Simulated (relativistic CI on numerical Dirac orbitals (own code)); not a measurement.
## Charge states of hafnium

These numbers are calculated, not measured: Dirac-Coulomb-Breit CI, separate exchange-only KLI orbitals for each configuration, a model potential for QED, valence Slater integrals scaled by 0.9 (own radial code, finite nucleus).

Each species is treated in one configuration, given outside its closed core. Radial values are for the open shell of highest l, unscaled and averaged over j; ζ includes the Breit term. Labels give the leading LS character, summed over repeated terms.

```csv
Ion,Configuration,Its lowest level,LS weight (%),⟨r⟩ (bohr),⟨r²⟩ (bohr²),F² (cm⁻¹),F⁴ (cm⁻¹),ζ (cm⁻¹)
Hf48+,3d6,J = 4 (mixed),41,0.1771,0.03638,576400,372200,198900
Hf49+,3d5,J = 5/2 (mixed),25,0.1757,0.03578,581600,375700,202800
Hf50+,3d4,3P_0,60,0.1744,0.0352,586800,379200,206700
Hf51+,3d3,J = 3/2 (mixed),44,0.173,0.03463,592000,382800,210700
Hf52+,3d2,3F_2,73,0.1717,0.03409,597100,386300,214800
Hf53+,3d,2D_3/2,100,0.1704,0.03355,,,218900
Hf54+,3s2 3p6,1S_0,100,,,,,
Hf55+,3s2 3p5,2P°_3/2,100,0.1896,0.04166,,,1.645e+06
Hf56+,3s2 3p4,3P_2,69,0.1887,0.04123,518000,,1.665e+06
Hf57+,3s2 3p3,J = 3/2 (mixed),48,0.1877,0.04082,520400,,1.684e+06
Hf58+,3s2 3p2,3P_0,69,0.1868,0.04041,522800,,1.704e+06
Hf59+,3s2 3p,2P°_1/2,100,0.1858,0.04001,,,1.724e+06
Hf60+,3s2,1S_0,100,,,,,
Hf61+,3s,2S_1/2,100,0.1886,0.04065,,,
Hf62+,2s2 2p6,1S_0,100,,,,,
Hf63+,2s2 2p5,2P°_3/2,100,0.06937,0.005876,,,6.581e+06
Hf64+,2s2 2p4,3P_2,68,0.06893,0.005798,1.362e+06,,6.676e+06
Hf65+,2s2 2p3,J = 3/2 (mixed),49,0.0685,0.005723,1.371e+06,,6.772e+06
Hf66+,2s2 2p2,3P_0,68,0.06808,0.00565,1.38e+06,,6.869e+06
Hf67+,2s2 2p,2P°_1/2,100,0.06767,0.005579,,,6.968e+06
Hf68+,2s2,1S_0,100,,,,,
Hf69+,2s,2S_1/2,100,0.07594,0.006847,,,
Hf70+,1s2,1S_0,100,,,,,
```
